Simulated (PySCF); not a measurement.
Vertical excitation energies

Species: CH8FPSi2.
Atom-mapped SMILES: `[CH3:1][Si@@H:2]([F:3])[SiH2:4][PH2:5]` (hydrogens: H6, H7, H8 on C1; H9 on Si2; H10, H11 on Si4; H12, H13 on P5)

Computed, not measured: TDDFT B3LYP/def2-SVPD, vertical, gas phase, core orbitals frozen in the response (PySCF 2.14.0, density-fitted response routines). Geometry: GFN2-xTB, one conformer, isolated molecule. Torsions of this conformer, `[CH3:1][Si@@H:2]([F:3])[SiH2:4][PH2:5]`: C1–Si2–Si4–P5 75°, H–P5–Si4–Si2 -163°, H–P5–Si4–Si2 -70°.

Task: What does the calculation give for the low-lying excited states?

Result: 

```tsv
state	λ (nm)	E (eV)	f	|μ| (D)	main configurations (H = HOMO, L = LUMO)
S1	224.7	5.52	0.033	1.25	H→L (98%)
S2	200.8	6.17	0.0068	0.54	H→L+1 (87%), H-1→L (9%)
S3	198.3	6.25	0.015	0.80	H-1→L (77%), H→L+3 (13%)
S4	191.5	6.48	0.010	0.65	H→L+3 (49%), H→L+2 (41%)
S5	185.1	6.70	0.147	2.41	H→L+2 (51%), H→L+3 (32%)
S6	178.0	6.97	0.0089	0.58	H-1→L+1 (66%), H-2→L (17%), H→L+4 (12%)
S7	177.4	6.99	0.022	0.91	H→L+4 (82%)
S8	175.2	7.08	0.044	1.28	H-2→L (71%), H-1→L+1 (21%)
```

Triplets (Tamm–Dancoff): T1 5.17 eV, H→L (89%); T2 5.55 eV, H→L+1 (26%), H-1→L (26%), H→L+3 (21%); T3 5.62 eV, H-1→L (64%), H→L+2 (19%), H→L+1 (10%).

The lowest singlet comes at 225 nm (532 kJ/mol) in the ultraviolet; it is of moderate strength; its leading configuration is HOMO→LUMO (98%). The strongest level in the table is S5 at 6.70 eV (185 nm, f = 0.147). Löwdin shares by element: HOMO phosphorus 64%, silicon 15% or more, hydrogen 14% or more; LUMO silicon 50%, phosphorus 14%, hydrogen 7% or more (atoms not listed hold the other 29%). Orbital energies (eV): HOMO-3 -9.29, HOMO-2 -9.02, HOMO-1 -8.16, HOMO -7.35, LUMO -0.95, LUMO+1 -0.32, LUMO+2 -0.02. Weighted by f, the mean energy of these states is 6.61 eV. Of the 8 states listed, 6 reach f = 0.01 and none stays under 0.0005. Singlets were solved by full linear response, triplets in the Tamm–Dancoff approximation.
